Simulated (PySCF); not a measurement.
A structure optimised at PBE-D3(BJ)/def2-SVP, used in a PySCF frequency run:

```xyz
12

C      1.5695    -0.1390    -1.2551
Si     0.1220    -0.3142    -0.0809
C     -1.2610    -1.3524    -0.7979
F      0.6581    -1.0449     1.2927
S     -0.5919     1.6106     0.6135
H      1.2646     0.3933    -2.1796
H      2.3886     0.4381    -0.7826
H      1.9605    -1.1356    -1.5473
H     -2.0791    -1.4765    -0.0612
H     -1.6854    -0.8722    -1.7035
H     -0.8880    -2.3569    -1.0864
H     -0.9719     1.9905    -0.6394
```

Task: Write its SMILES and formula.

Result: C[Si](C)(F)S, C2H7FSSi

Task: What are its rotational constants (standard atomic weights)?

Result: 3.2983, 2.1660, 2.0937 GHz
